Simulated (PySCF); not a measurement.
# Orbital energies and ionisation energy

BiMe2(SiH3), C2H9BiSi.
Geometry (PBE0-D3(BJ)/def2-SVP, Å), atoms numbered from 1 in this order:
```
atom  x, y, z in Å
Bi1    0.1334    0.2100    1.4009
C2     1.9703    0.1124    0.0490
H3     1.6568    0.0210   -0.9994
H4     2.5872   -0.7516    0.3316
H5     2.5500    1.0358    0.1857
C6    -0.9110    1.7370    0.0620
H7    -1.9871    1.7413    0.2835
H8    -0.7482    1.4780   -0.9927
H9    -0.4908    2.7304    0.2714
Si10  -1.0176   -1.7838    0.0588
H11   -0.4156   -3.1079    0.4150
H12   -0.8421   -1.5720   -1.4146
H13   -2.4854   -1.8505    0.3488
```

Level: B3LYP/def2-SVPD (PySCF). Frontier orbitals with their largest atomic shares (Löwdin; up to four atoms above 4 %):

```csv
orbital,ε (eV),main atoms
HOMO−3,-9.39,"Si10 42 %, H12 33 %, H13 9 %, H11 9 %"
HOMO−2,-7.77,"C2 26 %, C6 25 %, Bi1 25 %, H4 5 %"
HOMO−1,-7.34,"Bi1 33 %, Si10 19 %, C6 15 %, C2 15 %"
HOMO,-6.55,?
LUMO,-0.60,"Bi1 45 %, Si10 22 %, H12 8 %, C2 6 %"
LUMO+1,-0.53,"Bi1 43 %, C2 14 %, C6 14 %, Si10 10 %"
LUMO+2,-0.16,"Bi1 44 %, Si10 18 %, C6 10 %, C2 10 %"
```

Q: What vertical ionisation energy does ΔSCF give, and how far is −ε(HOMO) from it?

A: ΔSCF: 8.56 eV (825 kJ/mol; threshold wavelength 145 nm); ⟨S²⟩ of the doublet left behind is 0.753, against 0.75 for a pure doublet. −ε(HOMO) is 6.55 eV, 2.01 eV below it. In exact Kohn–Sham theory the two would be equal; B3LYP (global hybrid, 20 % exact exchange) falls short of its own ΔSCF value by 23 %. Holes in the HOMO−1 and HOMO−2 were tried too where these lie within 1.2 eV of the HOMO; the lowest converged state counts.

Q: On which atoms does the HOMO lie?

A: Bi1 (bismuth bonded to 2 C and Si) 52 %, Si10 (silicon bonded to Bi and 3 H) 19 %, C2 (carbon bonded to Bi and 3 H) 8 %, C6 (carbon bonded to Bi and 3 H) 8 %. The HOMO−1 lies 0.79 eV lower.

Q: Shift the occupied levels rigidly so that −ε(HOMO) equals the ΔSCF value. What binding energies result?

A: The shift is +2.01 eV: HOMO 8.56, HOMO−1 9.35, HOMO−2 9.78, HOMO−3 11.40 eV. A rigid shift is only a rough guide to the deeper ionisations.

Q: What kinetic energy would electrons from this vertical process carry with Lyman-α light (10.199 eV)?

A: 10.20 − 8.56 = 1.64 eV.

Isolated species at its PBE0-D3(BJ)/def2-SVP geometry, gas phase. Atoms past krypton carry effective core potentials; spin–orbit coupling is left out.

The run behind these numbers computed excited states and ΔSCF ions as well. Hardware: an x86-64 server with one thread (shared host). Cost: 93 s.
